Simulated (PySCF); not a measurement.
ClF3H2Si2, SMILES F[Si](F)(F)[SiH2]Cl.

The structure is a stationary point at B3LYP-D3(BJ)/def2-SVP. This is a generated structure with no PubChem entry under its InChIKey; it may be hypothetical. One conformer was computed; it need not be the lowest.

Method: r2SCAN/def2-TZVP run with PySCF.

- total energy = -1340.14293 hartree
- point group = Cs
- highest occupied level = -8.08 eV
- lowest empty level = -1.88 eV
- orbital gap = 6.20 eV
- dipole moment = 0.404 e·Å
- quadrupole, principal values (traceless, Buckingham form, about the centre of nuclear charge) = -4.04, 0.47, 3.57 D·Å
- mean static polarisability = 59.8 bohr³ (8.85 Å³)
- polarisability, principal values = 51.8, 58.4, 69.1 bohr³
